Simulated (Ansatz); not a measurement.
Tuning the range parameter of LC-ωPBE so that −HOMO meets the ionisation energy; basis def2-TZVPD, Ansatz. System: BeCl₂⁻ (the lowest doublet isomer of a short search). Total charge -1; doublet. Geometry: PBE-D4/def2-TZVPD. The ionised state is a singlet, and HOMO is the level of the spin that leaves.

Geometry of the doublet:

Cartesian coordinates in Å:
```
Be 0.245 0.084 -0.566
Cl 0.744 -1.493 0.443
Cl -0.989 1.409 0.123
```

The structure comes from a short search, and lower isomers may exist.

| ω (1/bohr) | HOMO (eV) | LUMO (eV) | vertical IE (eV) | HOMO + IE (eV) |
| --- | --- | --- | --- | --- |
| 0.1 | -0.12 | 3.80 | 1.34 | 1.21 |
| 0.2 | -0.97 | 4.22 | 1.38 | 0.41 |
| 0.3 | -1.43 | 4.36 | 1.41 | -0.02 |

Question: Estimate the row for 0.15 bohr⁻¹.

Answer: 
| ω (1/bohr) | HOMO (eV) | LUMO (eV) | vertical IE (eV) | HOMO + IE (eV) |
| --- | --- | --- | --- | --- |
| 0.15 | -0.61 | 4.07 | 1.36 | 0.75 |

Question: Where does the tuning condition hold?

Answer: Near ω = 0.30 bohr⁻¹, by linear interpolation.
